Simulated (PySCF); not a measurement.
**Adding and removing an electron: AlBr**

PBE0; PySCF, no relativity, basis sets Al def2-TZVPPD, Br def2-TZVPPD. Neutral (UKS): singlet (closed shell), Re = 2.319 Å, ωe = 370 cm⁻¹, De = 4.61 eV, HOMO -6.95 eV, LUMO -1.80 eV.

AlBr⁺ (UKS): doublet (σ ↑), Re = 2.181 Å, ωe = 464 cm⁻¹, De = 1.75 eV to Al⁺ + Br. The energies at the minima are -2816.23076 hartree for AlBr and -2815.90211 for AlBr⁺.

Problem. Work out the adiabatic ionisation energy, without and with harmonic zero-point energies (1 hartree = 27.2114 eV, 1 eV = 8065.5 cm⁻¹), and the change of the bond length.

Solution. At PBE0: 0.32865 hartree = 8.943 eV between the minima; the zero-point term (464.0 − 370.0)/2 cm⁻¹ = +0.006 eV makes it 8.949 eV. Re changes by -13.8 pm against the neutral. Minus the HOMO energy is 6.95 eV, -1.99 eV from the value between the minima; self-interaction puts the Kohn–Sham level too high, less so with exact exchange. The electron leaves a σ orbital, and the shorter bond of the ion fits an antibonding orbital, or a change in how ionic the bond is.

AlBr⁻ (UKS): doublet (π ↑), Re = 2.510 Å, ωe = 249 cm⁻¹, De = 1.45 eV to Al + Br⁻. The energies at the minima are -2816.23076 hartree for AlBr and -2816.24172 for AlBr⁻.

Problem. Work out the adiabatic electron affinity, without and with harmonic zero-point energies (1 hartree = 27.2114 eV, 1 eV = 8065.5 cm⁻¹), and the change of the bond length.

Solution. At PBE0: 0.01096 hartree = 0.298 eV between the minima; the zero-point term (370.0 − 249.0)/2 cm⁻¹ = +0.008 eV makes it 0.306 eV. Re changes by +19.1 pm against the neutral. The electron enters a π orbital, and the longer bond of the ion fits an antibonding orbital, or a change in how ionic the bond is.

Spin–orbit coupling is left out. For an ion De counts to the pair picked by the measured ionisation energies or electron affinities, which need not be the lowest pair at this level. The highest Kohn–Sham level is positive in this anion. Much of that is self-interaction error, but it also means that the finite basis helps to hold the extra electron. States were picked by a PBE0 search and need not be the measured ground states.
